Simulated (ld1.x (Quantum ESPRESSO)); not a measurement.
## An all-electron radial function and its pseudo partner (As)

Columns: radius, all-electron u(r) and pseudo u(r) of the 3d shell (level -62.08 eV) of arsenic in the configuration [Ar] 3d10 4s2 4p1; BP86, scalar-relativistic, RRKJ scheme, ld1.x (Quantum ESPRESSO) 7.5.

```tsv
r (bohr)	all-electron	pseudo
0.085	0.1350	0.0255
0.170	0.5041	0.1810
0.255	0.8577	0.4989
0.340	1.0872	0.8903
0.425	1.1907	1.2089
0.510	1.2000	1.3503
0.595	1.1503	1.3103
0.680	1.0687	1.1661
0.765	0.9727	1.0070
0.850	0.8731	0.8781
0.935	0.7760	0.7761
1.020	0.6848	0.6848
1.105	0.6011	0.6011
1.190	0.5255	0.5255
1.275	0.4579	0.4579
1.360	0.3980	0.3980
1.445	0.3453	0.3453
1.530	0.2990	0.2990
1.615	0.2584	0.2584
1.700	0.2231	0.2231
1.785	0.1923	0.1923
1.870	0.1656	0.1656
1.955	0.1425	0.1425
2.040	0.1224	0.1224
2.125	0.1051	0.1051
2.210	0.0901	0.0901
```

Problem. How many radial nodes do the two functions have?

Solution. The all-electron 3d function has n − l − 1 = 0; the pseudo-wave has 0.

Problem. At about which radius was the pseudo-wave matched?

Solution. 0.95 bohr, where the columns begin to agree (steps of 0.09 bohr).

Problem. Where does each function peak?

Solution. Outermost all-electron maximum near 0.51 bohr, pseudo maximum near 0.51 bohr (to the table’s step).

Problem. Is the pseudo-wave norm-conserving?

Solution. Yes: the RRKJ scheme keeps the norm inside the radius equal to the all-electron one, which fixes the energy derivative of the logarithmic derivative at the level.
